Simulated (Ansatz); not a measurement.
`[Cl][GeH2][I]` + CH₃OH → `C[O][GeH2][I]` + HCl at 600 K and 1 bar (ligand exchange at a Ge–Cl bond).

Computed with Ansatz on PBE0-D4/def2-TZVP structures; ΔE is electronic, products minus reactants. CBS: MP2 limit from def2 TZ/QZ plus the TZ coupled-cluster correction, frozen cores. This one scheme is used for every species. Elements past krypton have def2 core potentials. For Ge, I outer-core shells are correlated without core-valence functions, which leaves a few kJ/mol of doubt a bond. Scalar relativity is left out up to krypton. One conformer a species, not always the lowest.

```csv
species,CCSD(T)/CBS energy (Eh),H − E (kJ/mol),S (J/(mol·K))
`[Cl][GeH2][I]`,-2834.60434,86.3,381.5
CH₃OH,-115.61712,163.6,277.3
`C[O][GeH2][I]`,-2489.82326,208.3,451.3
HCl,-460.38127,35.4,207.2
```

H − E and S are ideal-gas, rigid-rotor, harmonic terms from PBE0-D4/def2-TZVP, for one conformer and one mirror image of each species. 1 Eh = 2625.50 kJ/mol, R = 8.31446 J/(mol·K).

Q: By hand: ΔE, ΔH, ΔS and ΔG.

A: ΔE = (-2489.82326) + (-460.38127) − (-2834.60434) − (-115.61712) = 0.01693 Eh = 44.4 kJ/mol. Δ(H − E) = 208.3 + 35.4 − 86.3 − 163.6 = -6.2, so ΔH = 38.2 kJ/mol. ΔS = 451.3 + 207.2 − 381.5 − 277.3 = -0.3 J/(mol·K). ΔG = 38.2 − 600 × (-0.3)/1000 = 38.4 kJ/mol.

Q: By hand: the equilibrium constant, and the temperature at which ΔG would vanish if ΔH and ΔS stayed fixed.

A: log₁₀ K = −ΔG/(RT ln 10) = -3.3. ΔH and −TΔS have one sign here, so there is no such temperature.

The number of gas molecules stays the same, so ΔS is small and ΔH decides. A doubt of 5 kJ/mol in ΔE shifts log₁₀ K by 0.4 here. Other conformers and mirror images would add mixing entropy, several J/(mol·K) or more a flexible species. Modes under 60 cm⁻¹, often nearly free rotors, make the harmonic entropy too high. These are equilibria of isolated gas molecules and say nothing of rates. Largest T1 diagnostic: 0.010 (customary marks: 0.02 for closed shells, 0.045 for open ones).

ΔS is within the doubt of such terms, so its sign, and with it that verdict, could turn.
